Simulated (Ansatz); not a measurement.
`O=C=N[SiH2]Cl`, 7 atoms. Total charge 0; spin multiplicity 1. Hardware: A = 2 threads of a server CPU on a shared host; B = 2 threads of an AMD EPYC 7R13 on a shared host and a share of an NVIDIA H100 80 GB. Correlated methods freeze the cores. Open-shell runs search over several starts.

**Question.** How many basis functions does each run have, and how long does it take in Ansatz? RHF-CCSD(T)/cc-pV(T+d)Z energy [B]; RKS PBE0-D4/def2-SVP energy [A]; RHF-CCSD(T)/def2-TZVPP energy [B]; RHF-CCSD(T)/def2-QZVPP energy [B]; RHF-CCSD(T)/cc-pV(Q+d)Z energy [B]; RKS r2SCANh-D4/def2-TZVPP energy [A]; UKS B2PLYP (frozen core)/def2-TZVPP energy of the cation [A]; RKS BLYP-D4/def2-TZVPP energy [A]; UHF-MP2/def2-QZVPP energy of the cation [B]; RKS ωB97M-V/def2-SVP energy [A]; UKS r2SCAN-D4/def2-TZVPP energy of the cation [A]; UKS B3LYP-D4/def2-TZVPP energy of the cation [A]. (Best estimate.)

**Answer.** Ansatz gave: Other jobs shared the machine, so times are rough.

```
                              level                       job  functions  wall time  peak host memory (GiB)
               RKS PBE0-D4/def2-SVP                energy [A]         88      1.8 s                    0.39
             RKS BLYP-D4/def2-TZVPP                energy [A]        205      3.3 s                    0.39
            RHF-CCSD(T)/cc-pV(T+d)Z                energy [B]        196      5.5 s                    0.78
               RKS ωB97M-V/def2-SVP                energy [A]         88      6.5 s                    0.39
          RKS r2SCANh-D4/def2-TZVPP                energy [A]        205      6.5 s                    0.49
            RHF-CCSD(T)/cc-pV(Q+d)Z                energy [B]        353      8.5 s                    0.87
             RHF-CCSD(T)/def2-TZVPP                energy [B]        205       11 s                    0.78
             RHF-CCSD(T)/def2-QZVPP                energy [B]        371       16 s                    0.86
                 UHF-MP2/def2-QZVPP  energy of the cation [B]        371       18 s                     0.9
           UKS r2SCAN-D4/def2-TZVPP  energy of the cation [A]        205       29 s                     0.6
            UKS B3LYP-D4/def2-TZVPP  energy of the cation [A]        205       32 s                    0.74
UKS B2PLYP (frozen core)/def2-TZVPP  energy of the cation [A]        205       49 s                    0.69
```

B3LYP here is the variant with VWN-RPA as its local correlation; programs differ in this.
